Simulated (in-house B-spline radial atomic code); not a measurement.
A fraction x of an electron is moved 4s → 4d in neutral zinc, starting from [Ar] 3d10 4s2 and keeping the highest spin. Computed with an all-electron radial atomic-structure program (B-spline basis): scalar-relativistic (X2C) BLYP, spin-polarised, spherical fractional occupations, Fermi nucleus of rms radius 3.9283 fm.

| x | E(x) - E(0) (eV) | 4s down level (eV) | 4d up level (eV) |
| --- | --- | --- | --- |
| 0 | 0.0000 | -5.959 | - |
| 0.375 | 2.5732 | -8.137 | -0.350 |
| 0.5 | ? | ? | ? |
| 0.625 | 4.6415 | -9.193 | -0.467 |
| 0.75 | ? | ? | ? |
| 0.875 | 6.9155 | -10.015 | -0.569 |
| 1 | 8.1172 | - | -0.626 |

(1) What belongs in the row x = 0.5?

(2) What belongs in the row x = 0.75?

Results:

(1) An energy change of 3.5776 eV; 4s down at -8.693 eV, 4d up at -0.409 eV.

(2) An energy change of 5.7564 eV; 4s down at -9.616 eV, 4d up at -0.516 eV.
